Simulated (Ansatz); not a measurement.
Diatomic RbSr, multiplicity 2 (lowest of 2S+1 = 2, 4 at CCSD(T)/def2-TZVPP on PBE0 minima; our sources give no spin for the ground state, which may be another). No spin–orbit coupling.

The constants come from a fifth-degree fit in 1/R (seven points, main isotopes). Runs in def2 and cc sets follow the lowest solution found near the PBE0 minimum.

Programs: Ansatz (an electronic-structure program) with Gaussian orbitals. Each number belongs to the level named beside it. In def2 rows elements past Kr take small-core potentials, without spin–orbit coupling.

| level | r_e (Å) | ω_e (cm⁻¹) | B_e (cm⁻¹) | ω_e x_e (cm⁻¹) | dipole (D) |
|---|---|---|---|---|---|
| SVWN5/def2-TZVPP | 4.484 | 48 | 0.0194 | 0.27 | 1.04 |
| PBE/def2-TZVPP | 4.637 | 45 | 0.0181 | 0.25 | 1.57 |
| r2SCAN/def2-TZVPP | 4.708 | 44 | 0.0176 | 0.24 | 2.60 |
| B97M-V/def2-TZVPP | 4.694 | 45 | 0.0177 | 0.25 | 2.18 |
| B3LYP/def2-TZVPP | 4.806 | 35 | 0.0169 | 0.35 | 0.92 |
| PBE0/def2-TZVPP | 4.675 | 43 | 0.0179 | 0.27 | 1.97 |
| BHLYP/def2-TZVPP | 4.887 | 32 | 0.0163 | 0.39 | 0.92 |
| CAM-B3LYP/def2-TZVPP | 4.846 | 32 | 0.0166 | 0.41 | 0.91 |
| wB97X-V/def2-TZVPP | 4.731 | 39 | 0.0174 | 0.36 | 1.72 |
| wB97M-V/def2-TZVPP | 4.710 | 36 | 0.0176 | 0.33 | 0.91 |
| B2PLYP/def2-TZVPP | 4.900 | 31 | 0.0163 | 0.36 | - |
| CCSD/def2-QZVPP | 4.783 | 34 | 0.0171 | 0.43 | - |
| CCSD(T)/def2-TZVPP | 4.912 | 31 | 0.0162 | 0.35 | - |
| CCSD(T)/def2-QZVPP | 4.705 | 38 | 0.0176 | 0.41 | - |

Correlated levels freeze the inner cores; with def2 sets outer-core shells near the valence are correlated too.

Doubts at one or more of the structures used: a spin-contaminated determinant (CCSD/def2-QZVPP, CCSD(T)/def2-QZVPP).
